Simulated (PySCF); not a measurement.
## Rhodium: a sound run and one with changed settings

Sound run: Rh⁺ [Kr] 4d8, Rh²⁺ [Kr] 4d7. All numbers are calculated (PySCF 2.14, a scalar-relativistic core potential, in aug-cc-pVDZ-PP with ECP28MDF). In the sound run the correlated levels freeze 4s2 4p6 outside the core potential. The sound run starts from symmetry-adapted Hartree-Fock orbitals and uses a fine grid where one is needed.

Changed run: all electrons correlated in a basis built for the valence shell.

```json
{"species": "Rh⁺", "method": "MP2", "sound run (hartree)": "-109.32806", "changed run (hartree)": "-109.51640", "converged": "yes"}
{"species": "Rh²⁺", "method": "MP2", "sound run (hartree)": "-108.67956", "changed run (hartree)": "-108.86494", "converged": "yes"}
```

Ionisation energy of Rh⁺:

| method | sound run (eV) | changed run (eV) |
| --- | --- | --- |
| UHF | 16.131 | 16.131 |
| MP2 | 17.647 | 17.727 |
| SCS-MP2 | 17.635 | 17.602 |

A valence basis has no tight correlating functions, so it recovers only part of the core correlation, and not evenly between atom and ion.

For comparison, NIST gives 18.08 eV between the lowest levels.
